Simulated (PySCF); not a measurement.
## Eu⁵⁶⁺ (europium, charge +56): UHF calculation

Configuration: [He] 2s2 2p3, high-spin 4S determinant. Calculation: PySCF 2.14, in an even-tempered Gaussian basis (19 s from 33 bohr⁻², ratio 2.2; 12 p from 43 bohr⁻², ratio 2.2; 5 d from 160 bohr⁻², ratio 2.4; 5 f from 240 bohr⁻², ratio 2.4; 4 g from 360 bohr⁻², ratio 2.4); the spin-free X2C one-electron Hamiltonian (Gaussian nucleus).

| Item | Value |
| --- | --- |
| Total energy | -6514.742805 hartree |
| One-electron energy | -6800.6680 hartree |
| Hartree (Coulomb) energy | 372.8228 hartree |
| Exchange energy | -86.8976 hartree |
| ⟨S²⟩ | 3.7500 |
| ⟨L²⟩ | 0.000 |
| Sum of ⟨r⟩ | 0.4648 bohr |
| Sum of ⟨r²⟩ | 0.04414 bohr² |

```tsv
shell	electrons	mean orbital energy (hartree)	rms radius, mean of both spins (bohr)
1s α	1	-1987.07817	0.0253
1s β	1	-1984.10134	0.0253
2s α	1	-469.67805	0.0992
2s β	1	-463.83551	0.0992
2p α	3	-441.37483	0.0879
```

Spin-orbit coupling, which splits the p, d and f shells strongly at this Z, is absent. Spin-orbit coupling is strong in this species (close to jj coupling), so the high-spin LS determinant is a model state, not a physical level.

Densities and radii are taken from the X2C orbitals without a picture-change correction, which distorts them close to the nucleus.

Spin-orbit constants ζ (cm⁻¹) from the X2C one-electron operator on these orbitals: bare nucleus, nucleus screened by l(l+1)(2l+1)/3 electrons, and screened by the Breit-Pauli mean field of the electrons.

```json
{"shell": "2p", "bare": "3663000", "screened nucleus": "3546000", "mean field": "3515000"}
```
